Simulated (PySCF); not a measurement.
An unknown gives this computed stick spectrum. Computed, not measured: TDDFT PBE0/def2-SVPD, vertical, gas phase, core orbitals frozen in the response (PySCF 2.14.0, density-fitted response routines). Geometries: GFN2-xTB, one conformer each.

```csv
state,ν̃ (cm⁻¹),f,"main configurations (H = HOMO, L = LUMO)"
S1,51460,0.0072,"H→L+1 (61%), H→L (36%)"
S2,52830,0.079,"H→L (59%), H→L+1 (34%)"
S3,57520,0.021,H-1→L+1 (73%)
S4,57800,0.019,H-1→L (87%)
S5,59050,0.101,H→L+2 (78%)
S6,59650,0.029,"H-2→L (66%), H→L+2 (10%)"
S7,60100,0.026,"H→L+3 (67%), H-1→L+1 (11%)"
S8,61330,0.035,"H-2→L+1 (60%), H→L+3 (14%), H-2→L (9%)"
```

Task: Which structure fits? All have the formula C4H9NSi2.
A. `C#C[C@H]1C[SiH2]N[SiH2]1`
B. `N#C[C@@H]1C[Si@@H]1C[SiH3]`
C. `N#C[C@@H]1CC[SiH2][SiH2]1`

Result: C. Its S1, at 6.38 eV, is the highest among the candidates; the nearest of the others has S1 at 6.05 eV. S1 is HOMO→LUMO+1 (61%), HOMO→LUMO (36%). Löwdin shares by element: HOMO silicon 43%, carbon 13% or more, nitrogen 11% (atoms not listed hold the other 32%); LUMO silicon 48%, carbon 13% or more (atoms not listed hold the other 39%). At the same level the other candidates give, for their lowest levels:
- `C#C[C@H]1C[SiH2]N[SiH2]1`: 6.05 eV (f 0.006); 6.30 eV (f 0.002); 6.47 eV (f 0.001); 6.53 eV (f 0.009); 6.71 eV (f 0.010); T1 5.37 eV; HOMO -7.29, LUMO 0.10 eV
- `N#C[C@@H]1C[Si@@H]1C[SiH3]`: 6.03 eV (f 0.187); 6.25 eV (f 0.013); 6.27 eV (f 0.014); 6.76 eV (f 0.038); 6.79 eV (f 0.006); T1 4.83 eV; HOMO -7.26, LUMO -0.39 eV
Triplets come from the Tamm–Dancoff approximation.
